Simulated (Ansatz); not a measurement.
The cluster Si3O4⁻. Total charge -1; doublet. Geometry r2SCAN-D4/def2-SVPD, basis def2-TZVPD, Ansatz.

Cartesian coordinates in Å:
```
Si -1.364 -1.219 1.112
Si -0.035 0.730 1.366
Si 0.287 -0.353 -1.306
O -0.763 -1.367 -0.582
O 0.689 0.811 -0.219
O 0.364 1.848 2.378
O 0.821 -0.450 -2.750
```

```json
{"run": "A", "HOMO (eV)": "-0.82", "LUMO (eV)": "0.75"}
{"run": "B", "HOMO (eV)": "-1.48", "LUMO (eV)": "1.28"}
{"run": "C", "HOMO (eV)": "-1.70", "LUMO (eV)": "1.46"}
{"run": "D", "HOMO (eV)": "-0.52", "LUMO (eV)": "0.50"}
{"run": "E", "HOMO (eV)": "-3.76", "LUMO (eV)": "4.08"}
```

Another isomer (doublet) lies 0.53 eV lower at PBE0-D4/def2-TZVPD; other spin states weren't run for this one.

HOMO and LUMO are taken over both spins.

Problem. The runs used HF, PBE, PBE0, r2SCAN, r2SCAN0. Estimate which is which.

Solution. A r2SCAN (0 % exact exchange); B PBE0 (25 % exact exchange); C r2SCAN0 (25 % exact exchange); D PBE (0 % exact exchange); E HF (100 % exact exchange). Exact exchange lowers occupied and raises empty levels; among semilocal functionals meta-GGAs tend to open the gap a little, and such runs are hard to tell apart. The gap grows from 1.02 eV (PBE) to 7.84 eV (HF).
